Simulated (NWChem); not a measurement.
Molecule: MgHOCl; SMILES [Mg]([OH])[Cl]

```xyz
4

Mg     0.1067     0.4183     0.0022
Cl    -0.2190    -1.7341    -0.0067
O      0.3198     2.1561     0.0132
H      0.6536     3.0419     0.0287
```
Atoms are numbered in this order, from 1.

Computed with NWChem. Pople sets run with spherical d functions. Structure relaxed at the PBE0-D3(BJ)/def2-TZVP level. Vzz is the largest principal value of the second derivative of the potential at the nucleus (NWChem prints the opposite sign); η is the asymmetry. Non-relativistic.

| level | Vzz Mg1 (a.u.) | η Mg1 | Vzz Cl2 (a.u.) | η Cl2 | Vzz O3 (a.u.) | η O3 | relative time |
|---|---|---|---|---|---|---|---|
| Hartree-Fock/6-31G* | -0.713 | 0.01 | 0.718 | 0.00 | 1.499 | 0.01 | 1 |
| Hartree-Fock/def2-TZVP | -0.987 | 0.01 | 0.727 | 0.00 | 1.428 | 0.01 | 3 |
| PBE0/6-31G* | -0.653 | 0.01 | 0.935 | 0.00 | 1.441 | 0.02 | 2 |
| PBE0/def2-TZVP | -0.941 | 0.01 | 0.896 | 0.00 | 1.393 | 0.01 | 4 |

Times are rough ratios from one shared machine.
